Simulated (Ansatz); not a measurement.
The cluster Mg2Si5⁻, relaxed as a doublet with UKS PBE-D4/def2-SVPD in Ansatz, starting from packed atoms. Force threshold 0.02 eV/Å.

The structure comes from a short search, and lower isomers may exist.

Start:

```xyz
7

Mg    0.707   -1.074   -2.454
Mg    0.975   -2.809   -0.064
Si   -0.221    1.481   -1.126
Si   -0.572    0.960    1.219
Si    0.084   -1.173    1.857
Si    0.018   -0.476   -0.275
Si   -0.990    3.090    0.844
```

(1) Estimate the energy that the relaxation releases and the steps that it takes.

(2) Does the start keep its bonding and symmetry?

(3) Predict the relaxed structure.

## Answers

(1) 3.66 eV, in 52 steps; 9.1 min on 4 threads of Intel Xeon on a shared host. No frequencies were taken in this run, so the end may be a saddle point.

(2) Bonds formed: Mg1–Si7, Mg2–Si4, Si3–Si5, Si6–Si7 (atoms count from 1).

(3) 
```xyz
7

Mg   -1.2186   -1.2750   -1.8520
Mg    0.1342   -2.5587    0.3221
Si    0.5900    2.0882    0.8559
Si   -0.9808    0.0730    0.8789
Si    1.3372   -0.1119    1.5764
Si    1.0484    0.1832   -0.7951
Si   -0.9105    1.6012   -0.9862
```
Bond lengths (bridged metal pairs left out): 9 × Si–Si 2.41 to 2.63 Å; 4 × Mg–Si 2.90 to 3.02 Å; 1 × Mg–Mg 2.86 Å.
